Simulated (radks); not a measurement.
Species: La II. Configuration: [Xe] 5d1.5 6p0.5 (fractional occupations, a model configuration). Calculated with a radial shooting solver on a logarithmic mesh with Libxc functionals: scalar-relativistic Kohn-Sham, PBE, spin-polarised, spherical densities, finite nucleus; open shells are filled with parallel spins first (spin-orbit coupling, left out, can overturn this in heavy ions); Fermi nuclear charge, rms radius 4.855 fm.

X-ray form factor f0, the Fourier transform of the density (f0(0) = 56):

| sin(theta)/lambda (1/angstrom) | f0 (electrons) |
|---|---|
| 0.05 | 54.829 |
| 0.1 | 52.068 |
| 0.15 | 48.730 |
| 0.2 | 45.308 |
| 0.25 | 42.076 |
| 0.3 | 39.174 |
| 0.4 | 34.381 |
| 0.5 | 30.532 |
| 0.6 | 27.242 |
| 0.8 | 22.024 |
| 1 | 18.539 |
| 1.25 | 15.704 |
| 1.5 | 13.454 |
| 2 | 9.520 |
